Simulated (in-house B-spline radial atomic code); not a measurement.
Atomic self-consistent-field run: In6+. Method: Dirac-Kohn-Sham PBE0, spherical fractional occupations, exact exchange averaged over the configuration, Fermi nucleus of rms radius 4.6156 fm. Calculated with a radial B-spline atomic code at the basis-set limit.

Command:
```bash
python run_scf.py task.json out
```
Settings (nuclear radius in fm, mass in u):
```
Z                49
configuration    [Kr] 4d7
hamiltonian      dirac
method           pbe0
spin_polarised   False
nucleus          fermi
rms_radius       4.6156
atomic_mass      114.90388
speed_of_light   137.035999084
exact_exchange   averaged over the configuration
```

Output (hartree, bohr):
```
 radial grid: 66 intervals, B-splines of order 8, outer radius 15.5224 bohr

 iter        energy (Eh)    residual
    1       -5856.234726    9.30e-01
    2       -5867.878030    4.73e-01
    3       -5872.586162    1.21e-01
    4       -5872.894187    3.05e-02
    5       -5872.908639    1.58e-02
    6       -5872.913901    2.05e-03
    7       -5872.913929    1.47e-04
    8       -5872.913929    5.05e-06
    9       -5872.913929    4.27e-08

 total energy                     -5872.91393
 kinetic                            6171.0585
 electron-nucleus                 -14107.0539
 Hartree                            2219.6911
 exact exchange                      -38.3794
 exchange-correlation               -118.2302

 first-order corrections (not in the total)
   Gaunt                             4.5958
   retardation                      -0.4684
   frequency dependence             -0.0380
   self-energy                       3.1103
   Uehling                          -0.3989
   Wichmann-Kroll                    0.0079
   recoil                            0.0192

 orbital      occ     eigenvalue          <r>       <r^2>       <1/r>       <r^4>     <1/r^3>       r_max    small
 1s1/2      2.000     -1026.0812    0.0297113  0.00119446     51.8576 3.71908e-06           -     0.01922  3.23e-02
 2s1/2      2.000      -157.3845     0.128069   0.0193978     12.0063 0.000649634           -      0.1087  6.83e-03
 2p1/2      2.000      -146.8932     0.108475   0.0144617     11.9779   0.0004212           -     0.08386  6.84e-03
 2p3/2      4.000      -139.1346     0.113738   0.0157702     11.1895 0.000491643     4058.05     0.08829  6.54e-03
 3s1/2      2.000       -32.9970     0.347639    0.138313     4.23623   0.0292479           -      0.3153  1.96e-03
 3p1/2      2.000       -28.7536     0.338813    0.133441     4.14136   0.0285834           -      0.3019  1.90e-03
 3p3/2      4.000       -27.3391     0.349777    0.142002     3.94992   0.0322573     750.785      0.3119  1.82e-03
 3d3/2      4.000       -19.8580     0.321674    0.122987     3.78909   0.0280494     115.548      0.2564  1.70e-03
 3d5/2      6.000       -19.5690     0.325183    0.125538     3.73949    0.029141      108.19      0.2593  1.68e-03
 4s1/2      2.000        -7.8913     0.833982    0.784591     1.66669    0.902336           -      0.7654  5.30e-04
 4p1/2      2.000        -6.4515     0.876811    0.873834     1.56055     1.15164           -       0.792  4.78e-04
 4p3/2      4.000        -6.1889     0.902246    0.924839     1.50337     1.28847      137.69      0.8149  4.56e-04
 4d3/2      2.800        -3.9092      1.03524     1.24139     1.27173     2.51226     16.1037      0.8906  3.43e-04
 4d5/2      4.200        -3.8695       1.0447     1.26379     1.25797     2.60146     14.9987      0.8988  3.37e-04
```

Time taken, with all properties: 1.4 s on 1 thread of AMD EPYC 9R45 96-Core Processor (shared host).

For the Dirac Hamiltonian the kinetic term is c α·p + (β - 1)c².
